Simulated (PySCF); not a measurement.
A series of related compounds: benzenesulfonyl chloride, C6H5ClO2S; `C#Cc1ccccc1S(=O)(=O)Cl`, C8H5ClO2S; SMILES O=S(=O)(Cl)c1ccccc1Cl, C6H4Cl2O2S; SMILES O=S(=O)(Cl)c1ccc([SiH3])cc1, C6H7ClO2SSi; `Cc1ccc(S(=O)(=O)Cl)cc1`, C7H7ClO2S.

- geometry from GFN2-xTB
- shieldings: GIAO PBE0/pcSseg-1
- program: PySCF 2.14.0 with density-fitted response routines
- non-relativistic Hamiltonian, single conformer, equivalent nuclei averaged, gas phase

Scale: ³³S (σref 503.73) vs CS2; ¹⁷O (σref 336.08) against H2O (reference shieldings calculated alike).

(1) How does the ³³S shift change along the series?

(2) How does the ¹⁷O shift change along the series?

Answers

(1) 
```csv
compound,change,δ (ppm),HOMO–LUMO gap (eV)
benzenesulfonyl chloride,base,326,6.34
C#Cc1ccccc1S(=O)(=O)Cl,H replaced by ethynyl,324,5.40
2-chlorobenzenesulfonyl chloride,H replaced by Cl,329,6.27
O=S(=O)(Cl)c1ccc([SiH3])cc1,H replaced by SiH3,326,6.18
tosyl chloride,H replaced by CH3,327,6.13
```

(2) 
```
                        compound                 change  δ (ppm)  HOMO–LUMO gap (eV)
        benzenesulfonyl chloride                   base    286.2                6.34
          C#Cc1ccccc1S(=O)(=O)Cl  H replaced by ethynyl    294.0                5.40
2-chlorobenzenesulfonyl chloride       H replaced by Cl    319.6                6.27
     O=S(=O)(Cl)c1ccc([SiH3])cc1     H replaced by SiH3    286.8                6.18
                  tosyl chloride      H replaced by CH3    287.0                6.13
```
